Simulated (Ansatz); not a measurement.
Ansatz (a program for electronic structure) input for C4H4O, SMILES c1ccoc1, PBE-D3(BJ)/def2-SVP. 

Ansatz 0.2 input:
```yaml
crystal:
  periodic: [false, false, false]
  atoms:
    - {symbol: C, position_ang: [0.00000000, 0.71830429, -0.96084844]}
    - {symbol: C, position_ang: [0.00000000, -0.71830419, -0.96084852]}
    - {symbol: C, position_ang: [0.00000000, -1.09398061, 0.35225238]}
    - {symbol: O, position_ang: [0.00000000, -0.00000006, 1.15545188]}
    - {symbol: C, position_ang: [0.00000000, 1.09398057, 0.35225250]}
    - {symbol: H, position_ang: [0.00000000, 1.37933336, -1.82477348]}
    - {symbol: H, position_ang: [0.00000000, -1.37933314, -1.82477364]}
    - {symbol: H, position_ang: [0.00000000, -2.05764398, 0.85454217]}
    - {symbol: H, position_ang: [0.00000000, 2.05764389, 0.85454239]}
basis:
  gaussian:
    orbitals: def2-SVP
hamiltonian:
  xc: pbe
  dispersion: d3bj
relax: {f_tol: 0.002, max_steps: 200}
```

Log of the run:

```
WARN ansatz: RAYON_NUM_THREADS=1 ignored (pool sized by the plan → 1); use --threads N
Functional definition: PBE
integrals: 0.03 GiB planned
1007 factors; their error is unknown
mean field: 0.22 GiB planned
mean field evaluation 1: about -6239.9697 eV, gradient 5.2e1 eV
mean field evaluation 2: about -6231.1890 eV, gradient 7.7e1 eV
mean field evaluation 4: about -6247.1819 eV, gradient 6.7e0 eV
mean field evaluation 8: about -6247.2203 eV, gradient 2.9e-1 eV
mean field evaluation 16: about -6247.2204 eV, gradient 2.6e-5 eV
mean field -6247.22043807 eV, -229.5811165811 hartree, gradient 1.9e-5 eV, S^2 0.000000; 0 other end points of the search recorded, 0 dependent functions left out
the calculation of the forces begins
reference -6247.22046604 eV, -229.5811176089 hartree; 18, 18 occupied and 72, 72 virtual orbitals, 1007 factors
relax step   1: F+E_penalty+E_count = -6247.39484622 eV  Δ(F+E_penalty+E_count) = +0.000e0 eV  max|allowed force component| = 4.465e-1 eV/Å  Δτ_max = 0.0000 Å  (29 SCF iters, accepted)
these checks for a lower state are left out or cut short: starts, cluster_reference, orbital_swaps, neighbouring_geometries, increment
integrals: 0.03 GiB planned
1007 factors; their error is unknown
mean field: 0.22 GiB planned
mean field -6247.23034773 eV, -229.5814807543 hartree, gradient 4.2e-6 eV, S^2 0.000000; 0 other end points of the search recorded, 0 dependent functions left out
the calculation of the forces begins
reference -6247.23037584 eV, -229.5814817872 hartree; 18, 18 occupied and 72, 72 virtual orbitals, 1007 factors
relax step   2: F+E_penalty+E_count = -6247.40472618 eV  Δ(F+E_penalty+E_count) = -9.880e-3 eV  max|allowed force component| = 1.535e-1 eV/Å  Δτ_max = 0.0094 Å  (33 SCF iters, accepted)
these checks for a lower state are left out or cut short: starts, cluster_reference, orbital_swaps, neighbouring_geometries, increment
integrals: 0.03 GiB planned
1007 factors; their error is unknown
mean field: 0.22 GiB planned
mean field evaluation 32: about -6247.2313 eV, gradient 4.2e-6 eV
mean field -6247.23125733 eV, -229.5815141814 hartree, gradient 4.2e-6 eV, S^2 0.000000; 0 other end points of the search recorded, 0 dependent functions left out
the calculation of the forces begins
reference -6247.23128549 eV, -229.5815152163 hartree; 18, 18 occupied and 72, 72 virtual orbitals, 1007 factors
relax step   3: F+E_penalty+E_count = -6247.40566986 eV  Δ(F+E_penalty+E_count) = -9.437e-4 eV  max|allowed force component| = 2.054e-2 eV/Å  Δτ_max = 0.0038 Å  (34 SCF iters, accepted)
these checks for a lower state are left out or cut short: starts, cluster_reference, orbital_swaps, neighbouring_geometries, increment
integrals: 0.03 GiB planned
1007 factors; their error is unknown
mean field: 0.22 GiB planned
mean field -6247.23126586 eV, -229.5815144950 hartree, gradient 3.9e-5 eV, S^2 0.000000; 0 other end points of the search recorded, 0 dependent functions left out
the calculation of the forces begins
reference -6247.23129402 eV, -229.5815155300 hartree; 18, 18 occupied and 72, 72 virtual orbitals, 1007 factors
relax step   4: F+E_penalty+E_count = -6247.40568678 eV  Δ(F+E_penalty+E_count) = -1.692e-5 eV  max|allowed force component| = 8.203e-3 eV/Å  Δτ_max = 0.0003 Å  (21 SCF iters, accepted)
these checks for a lower state are left out or cut short: starts, cluster_reference, orbital_swaps, neighbouring_geometries, increment
integrals: 0.03 GiB planned
1007 factors; their error is unknown
mean field: 0.22 GiB planned
mean field -6247.23126681 eV, -229.5815145297 hartree, gradient 4.2e-5 eV, S^2 0.000000; 0 other end points of the search recorded, 0 dependent functions left out
the calculation of the forces begins
reference -6247.23129497 eV, -229.5815155647 hartree; 18, 18 occupied and 72, 72 virtual orbitals, 1007 factors
relax step   5: F+E_penalty+E_count = -6247.40569128 eV  Δ(F+E_penalty+E_count) = -4.506e-6 eV  max|allowed force component| = 5.502e-3 eV/Å  Δτ_max = 0.0006 Å  (20 SCF iters, accepted)
these checks for a lower state are left out or cut short: starts, cluster_reference, orbital_swaps, neighbouring_geometries, increment
integrals: 0.03 GiB planned
1007 factors; their error is unknown
mean field: 0.22 GiB planned
mean field -6247.23126911 eV, -229.5815146143 hartree, gradient 2.3e-5 eV, S^2 0.000000; 0 other end points of the search recorded, 0 dependent functions left out
the calculation of the forces begins
reference -6247.23129727 eV, -229.5815156493 hartree; 18, 18 occupied and 72, 72 virtual orbitals, 1007 factors
relax step   6: F+E_penalty+E_count = -6247.40569211 eV  Δ(F+E_penalty+E_count) = -8.315e-7 eV  max|allowed force component| = 1.392e-3 eV/Å  Δτ_max = 0.0002 Å  (20 SCF iters, accepted)
integrals: 0.03 GiB planned
1007 factors; their error is unknown
mean field: 0.22 GiB planned
mean field evaluation 64: about -6247.2313 eV, gradient 9.9e-5 eV
mean field -6247.23126911 eV, -229.5815146143 hartree, gradient 2.9e-5 eV, S^2 0.000000; 1 other end points of the search recorded, 0 dependent functions left out
the calculation of the forces begins
reference -6247.23129727 eV, -229.5815156493 hartree; 18, 18 occupied and 72, 72 virtual orbitals, 1007 factors
Total energy: -6247.40572027 eV, -229.5879255764 hartree
Atom 0 at    -0.000000     0.718667    -0.966321 Å, force    -0.000000     0.000666     0.000638 eV/Å
Atom 1 at    -0.000000    -0.718667    -0.966321 Å, force     0.000000    -0.000666     0.000638 eV/Å
Atom 2 at    -0.000000    -1.097534     0.355182 Å, force    -0.000000    -0.000202    -0.000023 eV/Å
Atom 3 at    -0.000000    -0.000000     1.164484 Å, force     0.000000    -0.000000    -0.001392 eV/Å
Atom 4 at    -0.000000     1.097534     0.355182 Å, force     0.000000     0.000202    -0.000023 eV/Å
Atom 5 at     0.000000     1.384244    -1.836494 Å, force    -0.000000     0.000081     0.000087 eV/Å
Atom 6 at     0.000000    -1.384243    -1.836494 Å, force    -0.000000    -0.000081     0.000087 eV/Å
Atom 7 at     0.000000    -2.066588     0.864288 Å, force     0.000000    -0.000643    -0.000006 eV/Å
Atom 8 at     0.000000     2.066587     0.864289 Å, force    -0.000000     0.000643    -0.000006 eV/Å
Dipole moment:    -0.000000    -0.000000    -0.098118 e Å
```

Self-consistency was reached.
